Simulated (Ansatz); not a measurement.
C₂H₈Si₂, singlet, geometry from GFN2-xTB. Base run: MP2/6-31G in Ansatz (a first-principles code).

The Ansatz input:
Ansatz 0.2 input:
```yaml
crystal:
  periodic: [false, false, false]
  atoms:
    - {symbol: C, position_ang: [0.25209438, 0.38514971, 1.24640713]}
    - {symbol: Si, position_ang: [1.34551195, -0.26633688, -0.18984983]}
    - {symbol: C, position_ang: [-0.25362570, -0.39526463, -1.24292497]}
    - {symbol: Si, position_ang: [-1.34479007, 0.27110514, 0.18820832]}
    - {symbol: H, position_ang: [0.49999714, 1.38792267, 1.58498194]}
    - {symbol: H, position_ang: [0.25076462, -0.24475418, 2.13240670]}
    - {symbol: H, position_ang: [2.32827527, 0.69774529, -0.69174618]}
    - {symbol: H, position_ang: [2.00712496, -1.54626746, 0.07700294]}
    - {symbol: H, position_ang: [-0.25648887, 0.22053274, -2.13870826]}
    - {symbol: H, position_ang: [-0.50035246, -1.40385890, -1.56485572]}
    - {symbol: H, position_ang: [-1.98651303, 1.55971117, -0.08540501]}
    - {symbol: H, position_ang: [-2.34372596, -0.67709734, 0.68841186]}
basis:
  gaussian:
    orbitals: 6-31G
magnetization: {spin_polarized: false}
correlation: {method: mp2}
```

Variants of this job, named by their change:

```tsv
change	basis functions	E (Eh)	MP2 correlation (Eh)
base	60	-658.38379	-0.28738
basis = STO-3G	36	-650.88831	-0.18721
basis = 3-21G	60	-655.03256	-0.28611
basis = pcseg-0	60	-657.52932	-0.29029
basis = 6-31+G*	100	-658.64335	-0.42286
basis = cc-pVDZ	104	-658.73215	-0.48479
basis = pc-1	104	-658.68284	-0.47235
basis = def2-SVP	104	-658.49206	-0.47962
basis = 6-31G**	108	-658.70158	-0.47116
basis = cc-pV(D+d)Z	114	-658.74864	-0.48431
basis = 6-311G**	138	-658.78857	-0.50429
basis = 6-311+G(2d,p)	172	-658.82192	-0.52820
basis = def2-TZVPD	232	-658.87880	-0.57366
```

Totals compare only among sets that treat the same electrons; sets with core potentials leave the core out.
